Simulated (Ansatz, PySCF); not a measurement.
H₄MoN₂O₂, SMILES [OH][Mo](=[NH])([OH])=[NH], multiplicity 1. Atoms are numbered in the order given.

```xyz
9

Mo     0.0192     0.0164     0.0107
N     -1.4168    -0.9550    -0.0660
H     -2.0608    -1.6314    -0.4725
N      1.0471    -0.2614    -1.3596
H      1.3290    -0.6938    -2.2377
O     -0.5287     1.8372     0.0252
H     -0.0184     2.4983    -0.4617
O      1.0097    -0.4498     1.5655
H      0.5697    -0.8958     2.3018
```
Charge 0, spin multiplicity 1.

Geometry optimised at B3LYP-D3(BJ)/def2-SVP. The spin state was assumed, not searched. The def2 effective core potentials stand for the cores of Mo; spin–orbit coupling is left out. The values are those of a single conformer.

Two levels are set side by side: PBE-D3(BJ)/def2-SVP (Ansatz, a first-principles code) and B3LYP-D3(BJ)/def2-SVP (Ansatz). Each level has its own optimised geometry; the coordinates shown are those of the second. Frequencies come from the Hessian of PySCF at each geometry. Differences are taken from unrounded values.

```json
[
 {"quantity": "mean bond length (Å)", "B3LYP-D3(BJ)": "1.406"},
 {"quantity": "bond Mo1–N2 (Å)", "B3LYP-D3(BJ)": "1.735"},
 {"quantity": "bond Mo1–N4 (Å)", "B3LYP-D3(BJ)": "1.735"},
 {"quantity": "bond Mo1–O6 (Å)", "B3LYP-D3(BJ)": "1.902"},
 {"quantity": "bond Mo1–O8 (Å)", "B3LYP-D3(BJ)": "1.902"},
 {"quantity": "bond N2–H3 (Å)", "B3LYP-D3(BJ)": "1.019"},
 {"quantity": "bond N4–H5 (Å)", "B3LYP-D3(BJ)": "1.019"},
 {"quantity": "bond O6–H7 (Å)", "B3LYP-D3(BJ)": "0.967"},
 {"quantity": "bond O8–H9 (Å)", "B3LYP-D3(BJ)": "0.967"},
 {"quantity": "highest harmonic wavenumber (cm⁻¹)", "B3LYP-D3(BJ)": "3846"},
 {"quantity": "mean harmonic wavenumber (cm⁻¹)", "B3LYP-D3(BJ)": "1132"},
 {"quantity": "zero-point energy (kcal/mol)", "B3LYP-D3(BJ)": "33.98"}
]
```

Task: What does PBE-D3(BJ) give, and how far is it from B3LYP-D3(BJ)? (Estimate from the structure and the level; the computed values follow.)

Result: 
```json
[
 {"quantity": "mean bond length (Å)", "PBE-D3(BJ)": "1.414", "PBE-D3(BJ) minus B3LYP-D3(BJ)": "0.008"},
 {"quantity": "bond Mo1–N2 (Å)", "PBE-D3(BJ)": "1.745", "PBE-D3(BJ) minus B3LYP-D3(BJ)": "0.010"},
 {"quantity": "bond Mo1–N4 (Å)", "PBE-D3(BJ)": "1.745", "PBE-D3(BJ) minus B3LYP-D3(BJ)": "0.010"},
 {"quantity": "bond Mo1–O6 (Å)", "PBE-D3(BJ)": "1.909", "PBE-D3(BJ) minus B3LYP-D3(BJ)": "0.007"},
 {"quantity": "bond Mo1–O8 (Å)", "PBE-D3(BJ)": "1.909", "PBE-D3(BJ) minus B3LYP-D3(BJ)": "0.007"},
 {"quantity": "bond N2–H3 (Å)", "PBE-D3(BJ)": "1.026", "PBE-D3(BJ) minus B3LYP-D3(BJ)": "0.007"},
 {"quantity": "bond N4–H5 (Å)", "PBE-D3(BJ)": "1.026", "PBE-D3(BJ) minus B3LYP-D3(BJ)": "0.007"},
 {"quantity": "bond O6–H7 (Å)", "PBE-D3(BJ)": "0.975", "PBE-D3(BJ) minus B3LYP-D3(BJ)": "0.009"},
 {"quantity": "bond O8–H9 (Å)", "PBE-D3(BJ)": "0.975", "PBE-D3(BJ) minus B3LYP-D3(BJ)": "0.009"},
 {"quantity": "highest harmonic wavenumber (cm⁻¹)", "PBE-D3(BJ)": "3736", "PBE-D3(BJ) minus B3LYP-D3(BJ)": "-110"},
 {"quantity": "mean harmonic wavenumber (cm⁻¹)", "PBE-D3(BJ)": "1103", "PBE-D3(BJ) minus B3LYP-D3(BJ)": "-29"},
 {"quantity": "zero-point energy (kcal/mol)", "PBE-D3(BJ)": "33.11", "PBE-D3(BJ) minus B3LYP-D3(BJ)": "-0.87"}
]
```

GGA bonds tend to be longer and softer than those of functionals with exact exchange. Differences between two approximate levels are no errors against the true value.
